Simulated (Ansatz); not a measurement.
Input for Ansatz (an electronic-structure program): U-PBE0/def2-TZVPP on AlGa+, 2S+1 = 2, a spin state set in the input, which need not be the lowest. Charge +1.

Ansatz 0.2 input:
```yaml
crystal:
  periodic: [false, false, false]
  atoms:
    - {symbol: Al, position_ang: [0.00000000, 0.00000000, 0.00000000]}
    - {symbol: Ga, position_ang: [0.00000000, 0.00000000, 2.30800000]}
basis:
  gaussian:
    orbitals: def2-TZVPP
hamiltonian:
  xc: {name: PBE0}
total_charge: 1
magnetization: {spin_polarized: true, initial_magnetization: 1}
relax: {f_tol: 0.002, max_steps: 120}
```

It printed:

```
WARN ansatz: RAYON_NUM_THREADS=1 ignored (pool sized by the plan → 1); use --threads N
Functional definition: PBE0
integrals: 0.02 GiB planned
713 factors; their error is unknown
mean field: 0.36 GiB planned
mean field evaluation 1: about -58955.4784 eV, gradient 9.3e0 eV
mean field evaluation 2: about -58955.7587 eV, gradient 6.5e0 eV
mean field evaluation 4: about -58955.9570 eV, gradient 4.0e-1 eV
mean field evaluation 8: about -58956.1558 eV, gradient 2.2e-2 eV
mean field evaluation 16: about -58956.1559 eV, gradient 5.7e-5 eV
mean field evaluation 32: about -58955.8898 eV, gradient 2.5e0 eV
mean field -58956.15588308 eV, -2166.5987667856 hartree, gradient 7.8e-6 eV, S^2 0.755871; 5 other end points of the search recorded, 0 dependent functions left out
the calculation of the forces begins
reference -58956.15590712 eV, -2166.5987676690 hartree; 22, 21 occupied and 68, 69 virtual orbitals, 713 factors
relax step   1: F+E_penalty+E_count = -58956.15588308 eV  Δ(F+E_penalty+E_count) = +0.000e0 eV  max|allowed force component| = 2.770e0 eV/Å  Δτ_max = 0.0000 Å  (91 SCF iters, accepted)
these checks for a lower state are left out or cut short: starts, cluster_reference, orbital_swaps, neighbouring_geometries, increment
integrals: 0.02 GiB planned
713 factors; their error is unknown
mean field: 0.36 GiB planned
mean field evaluation 64: about -58956.5544 eV, gradient 4.4e-4 eV
mean field -58956.55440840 eV, -2166.6134123208 hartree, gradient 8.4e-6 eV, S^2 0.764064; 1 other end points of the search recorded, 0 dependent functions left out
the calculation of the forces begins
reference -58956.55443309 eV, -2166.6134132281 hartree; 22, 21 occupied and 68, 69 virtual orbitals, 713 factors
relax step   2: F+E_penalty+E_count = -58956.55440840 eV  Δ(F+E_penalty+E_count) = -3.985e-1 eV  max|allowed force component| = 2.016e0 eV/Å  Δτ_max = 0.1072 Å  (109 SCF iters, accepted)
these checks for a lower state are left out or cut short: starts, cluster_reference, orbital_swaps, neighbouring_geometries, increment
integrals: 0.02 GiB planned
713 factors; their error is unknown
mean field: 0.36 GiB planned
mean field -58956.92454792 eV, -2166.6270146971 hartree, gradient 2.5e-6 eV, S^2 0.762832; 0 other end points of the search recorded, 0 dependent functions left out
the calculation of the forces begins
reference -58956.92457298 eV, -2166.6270156183 hartree; 22, 21 occupied and 68, 69 virtual orbitals, 713 factors
relax step   3: F+E_penalty+E_count = -58956.92454792 eV  Δ(F+E_penalty+E_count) = -3.701e-1 eV  max|allowed force component| = 1.370e0 eV/Å  Δτ_max = 0.0975 Å  (75 SCF iters, accepted)
these checks for a lower state are left out or cut short: starts, cluster_reference, orbital_swaps, neighbouring_geometries, increment
integrals: 0.02 GiB planned
713 factors; their error is unknown
mean field: 0.35 GiB planned
mean field -58957.16154096 eV, -2166.6357240310 hartree, gradient 5.8e-6 eV, S^2 0.762811; 0 other end points of the search recorded, 0 dependent functions left out
the calculation of the forces begins
reference -58957.16156668 eV, -2166.6357249762 hartree; 22, 21 occupied and 68, 69 virtual orbitals, 713 factors
relax step   4: F+E_penalty+E_count = -58957.16154096 eV  Δ(F+E_penalty+E_count) = -2.370e-1 eV  max|allowed force component| = 3.789e-1 eV/Å  Δτ_max = 0.1463 Å  (36 SCF iters, accepted)
these checks for a lower state are left out or cut short: starts, cluster_reference, orbital_swaps, neighbouring_geometries, increment
integrals: 0.02 GiB planned
713 factors; their error is unknown
mean field: 0.35 GiB planned
mean field evaluation 96: about -58957.1913 eV, gradient 2.4e-5 eV
mean field -58957.19129255 eV, -2166.6368173817 hartree, gradient 2.3e-5 eV, S^2 0.762503; 0 other end points of the search recorded, 0 dependent functions left out
the calculation of the forces begins
reference -58957.19131852 eV, -2166.6368183359 hartree; 22, 21 occupied and 68, 69 virtual orbitals, 713 factors
relax step   5: F+E_penalty+E_count = -58957.19129255 eV  Δ(F+E_penalty+E_count) = -2.975e-2 eV  max|allowed force component| = 1.644e-1 eV/Å  Δτ_max = 0.0559 Å  (35 SCF iters, accepted)
these checks for a lower state are left out or cut short: starts, cluster_reference, orbital_swaps, neighbouring_geometries, increment
integrals: 0.02 GiB planned
713 factors; their error is unknown
mean field: 0.35 GiB planned
mean field -58957.19866913 eV, -2166.6370884660 hartree, gradient 2.9e-5 eV, S^2 0.761774; 0 other end points of the search recorded, 0 dependent functions left out
the calculation of the forces begins
reference -58957.19869546 eV, -2166.6370894336 hartree; 22, 21 occupied and 68, 69 virtual orbitals, 713 factors
relax step   6: F+E_penalty+E_count = -58957.19866913 eV  Δ(F+E_penalty+E_count) = -7.377e-3 eV  max|allowed force component| = 6.114e-2 eV/Å  Δτ_max = 0.0869 Å  (34 SCF iters, accepted)
these checks for a lower state are left out or cut short: starts, cluster_reference, orbital_swaps, neighbouring_geometries, increment
integrals: 0.02 GiB planned
713 factors; their error is unknown
mean field: 0.35 GiB planned
mean field -58957.20042279 eV, -2166.6371529119 hartree, gradient 3.0e-5 eV, S^2 0.762056; 0 other end points of the search recorded, 0 dependent functions left out
the calculation of the forces begins
reference -58957.20044900 eV, -2166.6371538750 hartree; 22, 21 occupied and 68, 69 virtual orbitals, 713 factors
relax step   7: F+E_penalty+E_count = -58957.20042279 eV  Δ(F+E_penalty+E_count) = -1.754e-3 eV  max|allowed force component| = 4.791e-3 eV/Å  Δτ_max = 0.0301 Å  (32 SCF iters, accepted)
these checks for a lower state are left out or cut short: starts, cluster_reference, orbital_swaps, neighbouring_geometries, increment
integrals: 0.02 GiB planned
713 factors; their error is unknown
mean field: 0.35 GiB planned
mean field -58957.20043242 eV, -2166.6371532658 hartree, gradient 3.3e-5 eV, S^2 0.762039; 0 other end points of the search recorded, 0 dependent functions left out
the calculation of the forces begins
reference -58957.20045864 eV, -2166.6371542292 hartree; 22, 21 occupied and 68, 69 virtual orbitals, 713 factors
relax step   8: F+E_penalty+E_count = -58957.20043242 eV  Δ(F+E_penalty+E_count) = -9.630e-6 eV  max|allowed force component| = 2.559e-4 eV/Å  Δτ_max = 0.0019 Å  (26 SCF iters, accepted)
integrals: 0.02 GiB planned
713 factors; their error is unknown
mean field: 0.35 GiB planned
mean field evaluation 128: about -58957.0005 eV, gradient 6.5e-2 eV
mean field -58957.20043242 eV, -2166.6371532658 hartree, gradient 3.3e-5 eV, S^2 0.762039; 2 other end points of the search recorded, 0 dependent functions left out
the calculation of the forces begins
reference -58957.20045864 eV, -2166.6371542292 hartree; 22, 21 occupied and 68, 69 virtual orbitals, 713 factors
Total energy: -58957.20045864 eV, -2166.6371542292 hartree
Atom 0 at    -0.000000    -0.000000    -0.465532 Å, force    -0.000000    -0.000000    -0.000256 eV/Å
Atom 1 at     0.000000     0.000000     2.773532 Å, force    -0.000000    -0.000000     0.000256 eV/Å
Dipole moment:     0.000000     0.000000    -0.656453 e Å
```

The calculation finished and met its thresholds.

Cost: roughly 30 core-seconds.
